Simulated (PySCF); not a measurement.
**Polarisability and C₆ of Ir⁻ (iridium, charge -1)**

[Xe] 4f14 5d8 6s2, high-spin 3F determinant. Computed with PySCF 2.14 in aug-cc-pwCVDZ-PP with ECP60MDF, with scalar relativity through the core potential. Coupled (time-dependent) response in atomic units; α is the mean over directions. A double-zeta set is small for polarisabilities.

```json
{"method": "UHF", "mean α (bohr³)": "492.1", "C₆ (like pair)": "6884", "S(−4)": "710500"}
```

S(−4) is the Cauchy moment in α(ω) = α(0) + S(−4) ω² + …

Spin-orbit coupling is absent.

α(iu) at UHF:

```
u (hartree)  α(iu) (bohr³)
          0          492.1
     0.0500          179.7
      0.100          99.19
      0.200          47.19
      0.300          29.00
      0.500          15.84
      0.750          10.06
       1.00          7.263
       1.50          4.393
       2.00          2.944
       3.00          1.577
       5.00         0.6586
```

A single London oscillator, α(iu) = α/(1 + u²/ω²), gives C₆ = (3/4) ω α². Matching the computed C₆ needs ω = 4 × 6884 / (3 × 492.1²) = 0.0379 hartree.

For an ion, C₆ is the dispersion term alone; charge-induced terms of lower order in 1/R come first.

Energies and moments cover only the electrons outside the core potential. Spin-orbit coupling, absent here, splits the open shell strongly. ⟨S²⟩ = 2.07 against 2.00 shows spin contamination.
